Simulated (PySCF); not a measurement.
Job file and geometry (Å, from GFN2-xTB) of an NMR shielding run on `C=C1[Si@@H](O)[Si@@H]([SiH3])C[S@@]1=O`, C3H10O2SSi3, GIAO PBE0/pcSseg-1 NMR shielding, non-relativistic, gas phase (PySCF 2.14.0, density-fitted response routines); density fitting, a coarse starting grid and PySCF grid level 2 are the driver's defaults:

```
$ OMP_NUM_THREADS=1 python probes_run.py task.json out

{"job": {"kind": "nmr", "xc": "PBE0", "basis": "pcSseg-1"}, "charge": 0, "multiplicity": 1}
C     -2.706828    -0.778620    -0.600012
C     -1.824229     0.025370    -0.040102
Si    -0.730835    -0.084540     1.511907
O     -0.361086    -1.642362     1.857715
Si     1.167022     0.715745     0.448310
Si     2.925334    -0.698336    -0.111676
C      0.273668     1.165368    -1.206239
S     -1.438599     1.638148    -0.754195
O     -1.249219     2.446492     0.470151
H     -3.217294    -0.531428    -1.519892
H     -2.959587    -1.733454    -0.164220
H     -1.489217     0.496262     2.620400
H     -1.015297    -2.266486     2.158573
H      1.636433     1.997694     1.002211
H      2.525356    -1.841707    -0.939664
H      3.996843    -0.032147    -0.861252
H      3.550851    -1.244250     1.092924
H      0.701416     2.029059    -1.710456
H      0.205466     0.348443    -1.922059
```

Question: What does the program print?

Answer: 
```
coarse grid: 18128 points
cycle   1  E = -1536.2355137580  dE =  1.355e+00  |g| = 1.102e+00  |ddm| = 4.316e+00
cycle   2  E = -1535.4336093016  dE =  8.019e-01  |g| = 2.250e+00  |ddm| = 4.459e+00
cycle   3  E = -1536.4295714296  dE = -9.960e-01  |g| = 3.961e-01  |ddm| = 3.770e+00
cycle   4  E = -1536.4613646163  dE = -3.179e-02  |g| = 1.259e-01  |ddm| = 5.888e-01
cycle   5  E = -1536.4643515478  dE = -2.987e-03  |g| = 3.038e-02  |ddm| = 1.568e-01
cycle   6  E = -1536.4645306927  dE = -1.791e-04  |g| = 9.298e-03  |ddm| = 3.854e-02
cycle   7  E = -1536.4645511888  dE = -2.050e-05  |g| = 1.692e-03  |ddm| = 1.151e-02
cycle   8  E = -1536.4645518660  dE = -6.773e-07  |g| = 8.532e-04  |ddm| = 3.756e-03
final grid: 157288 points
cycle   9  E = -1536.5388964493  dE = -1.940e-05  |g| = 1.106e-02  |ddm| = 3.094e-02
cycle  10  E = -1536.5388421427  dE =  5.431e-05  |g| = 1.932e-02  |ddm| = 3.263e-02
cycle  11  E = -1536.5389209199  dE = -7.878e-05  |g| = 2.727e-03  |ddm| = 2.370e-02
cycle  12  E = -1536.5389223652  dE = -1.445e-06  |g| = 4.217e-04  |ddm| = 3.070e-03
cycle  13  E = -1536.5389223971  dE = -3.192e-08  |g| = 1.243e-04  |ddm| = 5.715e-04
cycle  14  E = -1536.5389223997  dE = -2.588e-09  |g| = 4.797e-05  |ddm| = 1.789e-04
cycle  15  E = -1536.5389224003  dE = -5.416e-10  |g| = 1.177e-05  |ddm| = 7.267e-05
converged SCF energy = -1536.5389224003

GIAO shielding tensors (ppm)
atom      isotropic    diamagn.    paramagn.     s11        s22        s33       span
  0 C       57.135     251.673    -194.538    -57.139     58.164    170.380    227.518
  1 C        6.632     271.746    -265.115    -83.886      1.028    102.754    186.640
  2 Si     355.234     879.244    -524.010    302.435    329.517    433.749    131.314
  3 O      318.644     387.989     -69.345    266.474    338.147    351.311     84.837
  4 Si     434.584     881.219    -446.635    413.047    427.411    463.293     50.246
  5 Si     462.380     879.975    -417.595    445.264    459.031    482.846     37.582
  6 C      139.109     259.880    -120.771    100.939    129.624    186.764     85.825
  7 S      147.282    1055.122    -907.841    -11.538    118.093    335.290    346.828
  8 O      278.517     401.150    -122.634     86.466    325.039    424.045    337.579
  9 H       25.519      30.302      -4.782     21.753     24.349     30.456      8.703
 10 H       25.879      31.169      -5.290     22.672     24.797     30.169      7.497
 11 H       25.437      27.980      -2.543     20.967     25.259     30.084      9.117
 12 H       30.660      30.681      -0.021     21.955     24.794     45.231     23.276
 13 H       27.689      29.565      -1.876     23.357     25.753     33.958     10.601
 14 H       28.153      29.419      -1.266     24.602     26.570     33.287      8.685
 15 H       28.031      28.562      -0.531     24.398     25.609     34.086      9.688
 16 H       28.032      28.354      -0.322     24.165     25.871     34.060      9.896
 17 H       28.669      31.987      -3.318     24.427     27.865     33.715      9.287
 18 H       29.957      34.773      -4.816     25.500     29.031     35.340      9.839
```

Question: Turn these shieldings into chemical shifts. Chemical shifts δ = σref − σ; $^{13}$C (186.93 ppm) and $^{29}$Si (349.16 ppm) and $^{1}$H (31.72 ppm) against TMS; $^{17}$O (336.08 ppm) against H2O; $^{33}$S (503.73 ppm) against CS2, all at this level.

Answer: Averaging equivalent atoms: C 1: 180.3; C 0: 129.8; C 6: 47.8; Si 2: -6.1; Si 4: -85.4; Si 5: -113.2; O 8: 57.6; O 3: 17.4; S 7: 356; H 11: 6.28; H 9: 6.20; H 10: 5.84; H 13: 4.03; H 14/15/16: 3.64; H 17: 3.05; H 18: 1.76; H 12: 1.06 ppm. Experimental scales use liquid or dissolved standards, which lie at an offset from isolated H2O (liquid H2O: subtract about 36 ppm).

Size and cost of the density-fitted run: 231 basis functions, 97 s wall time on 1 thread of an Arm Neoverse N1, shared host; peak memory 1.1 GiB.
